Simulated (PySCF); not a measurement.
C3H9Sb, SMILES [CH3][Sb]([CH3])[CH3]. Coordinates come from a PBE-D3(BJ)/def2-SVP optimisation. The isomer is the one that the SMILES or the coordinates give; other isomers of the formula were not compared. The def2 effective core potentials stand for the cores of Sb; spin–orbit coupling is left out.

All values below come from PBE-D3(BJ)/def2-SVP in PySCF.

Harmonic wavenumbers (cm⁻¹): 105, 114, 114, 166, 166, 181, 490, 493, 493, 669, 694, 694, 790, 790, 794, 1157, 1157, 1177, 1374, 1381, 1381, 1387, 1387, 1397, 2978, 2980, 2980, 3096, 3096, 3096, 3096, 3097, 3097. Rotational constants (GHz): 3.632, 3.632, 2.928; symmetry number 3.

Work out the zero-point energy and the ideal-gas rigid-rotor harmonic-oscillator thermochemistry at 298.15 K and 1 atm.

ZPE = ½ Σ hcν = ½ × 46068 cm⁻¹ = 65.86 kcal/mol. H − E(el) = 71.59 kcal/mol. Entropy in cal/(mol K): translation 41.24, rotation 24.34, vibration 20.97, total 86.55. G − E(el) = 45.79 kcal/mol. Cp = 29.13 cal/(mol K). Modes under 150 cm⁻¹ make the vibrational entropy uncertain.
